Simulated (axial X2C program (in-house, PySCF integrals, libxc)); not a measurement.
**OsSH⁺: the levels of the configuration d6 s0 p(π)0**

Calculated with an in-house all-electron X2C program for linear molecules (integrals from PySCF): two-component X2C with atomic mean-field Coulomb and Gaunt terms, basis Os dyall-v3z, S dyall-v3z, H dyall-v3z (cores contracted in-house). Orbitals come from Hartree–Fock averaged over the configuration Os d6 s0 p(π)0; CI then distributes these electrons over the d, s, p(π) shells of Os.

Os–S–H held linear, bonds 2.174 and 1.340 Å (the second held) (near the minimum of the configuration average).

Active spinors (ω > 0):

| shell | ω | ε (eV) | character |
| --- | --- | --- | --- |
| d | 3/2 | -13.68 | 98% Os d |
| d | 1/2 | -12.97 | 74% Os d, 10% Os s, 8% S p |
| d | 5/2 | -12.83 | 100% Os d |
| d | 1/2 | -12.10 | 73% Os d, 12% S p, 7% Os s |
| d | 3/2 | -11.95 | 78% Os d, 13% S p, 3% Os p |
| s | 1/2 | -1.27 | 78% Os s, 7% H s, 6% Os p |
| p(π) | 1/2 | -3.10 | 87% Os p, 3% Os d, 3% S p |
| p(π) | 3/2 | -2.89 | 90% Os p, 3% Os d |

Lowest levels of this model:

```tsv
Ω	energy (cm⁻¹)	g∥	configuration
4	0	11.77	100% d6
3	689	8.21	100% d6
2	1384	5.51	100% d6
0	1445	0.00	100% d6
1	1619	3.30	100% d6
1	3717	0.99	100% d6
2	3736	6.28	100% d6
0	3985	0.00	100% d6
0	5006	0.00	100% d6
3	5700	9.24	100% d6
2	6616	5.91	100% d6
1	6781	4.52	100% d6
0	7462	0.00	100% d6
1	7718	2.73	100% d6
0	7847	0.00	100% d6
3	10903	7.28	100% d6
2	11517	5.47	100% d6
4	12332	8.95	100% d6
0	12392	0.00	100% d6
5	13430	11.94	100% d6
3	13967	7.29	100% d6
4	15060	9.77	100% d6
0	15287	0.00	100% d6
0	16008	0.00	100% d6
4	18078	8.17	100% d6
5	18232	11.64	100% d6
6	20412	13.13	100% d6
5	25155	10.35	100% d6
```

g∥ is the magnitude of 2⟨Lz + ge Sz⟩ for the +Ω component.

From Ω and g∥ of the lowest level, whose 2⟨Lz + ge Sz⟩ is positive, find ⟨Sz⟩ and ⟨Lz⟩ (ge = 2.0023).

Ω = ⟨Lz⟩ + ⟨Sz⟩ = 4 and ⟨Lz⟩ + ge⟨Sz⟩ = 5.885, so ⟨Sz⟩ = 1.88 and ⟨Lz⟩ = 2.12.

Occupations of the active spinors in the lowest level by ω, shell by shell in order of energy: -5/2: 0.00; -3/2: 0.99 0.01 0.00; -1/2: 0.47 0.53 0.00 0.00; 1/2: 0.89 0.11 0.00 0.00; 3/2: 1.00 1.00 0.00; 5/2: 1.00. The leading determinant has weight 0.46 among 419.

This point took 5.5 s on 1 thread of Arm Neoverse N1 (shared host).

Dynamic correlation is missing, so gaps between terms are too wide and other configurations may lie lower; the lowest level listed is that of this model, not necessarily the ground state. For d shells the ligand-field splittings (σ, π, δ) and their order can be off by a thousand cm⁻¹ or more. At most 4 roots were kept for each Ω > 0 (twice that for Ω = 0) within 3.2 eV of the lowest, so higher up levels can be missing between those listed; levels with Ω > 0 are doubly degenerate and listed once, Ω = 0 levels singly. Some active spinors are only partly of the character that their shell is named for, so the shell names and counts are nominal. States that fill the shells left empty in the average are placed too high. The molecule was held linear; bending was not examined. Hydrosulfides and their kin are strongly bent in nature, so this linear model does not describe the real molecule.
